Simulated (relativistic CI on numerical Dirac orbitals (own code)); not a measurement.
Calculated at this level of theory: Dirac-Coulomb-Breit CI, separate exchange-only KLI orbitals for each configuration, QED by a radiative potential, unscaled Slater integrals (own radial code, finite nucleus).

The strongest absorption lines from the ground level of an ion, among the configurations computed and to levels below about 252 eV (vacuum wavelength in nm, gf): 10.226 (0.28), 10.606 (0.23), 10.807 (0.59), 10.878 (0.88), 11.048 (1.5), 11.181 (0.28), 17.733 (0.11), 19.507 (0.11).

Task: Which ion is it?
A. Kr²¹⁺
B. Kr¹⁹⁺
C. Se¹⁹⁺
D. Kr²³⁺

Result: A. Kr²¹⁺ has 15 electrons and the ground level 3s²3p³ ⁴S°3/2; the strongest line goes to 3s²3p²3d ⁴P5/2. The pattern of lines fixes the number of electrons, and along that sequence the line energies rise steadily with the charge (about as its square where n changes within one kind of shell, about linearly where n is kept but much faster in heavy ions where fine structure, which grows about as Z⁴, sets the gap, and irregularly where shells cross), which fixes Z. Configurations outside the model, such as inner-shell arrays, can give stronger lines. At this charge energies of transitions that change n are usually good to better than 1 %, and those within a shell (Δn = 0) to a few per cent.

LS names give the leading component of a level, which can be under half, so a name can repeat, a term be missing and a line seem to break the LS rules.
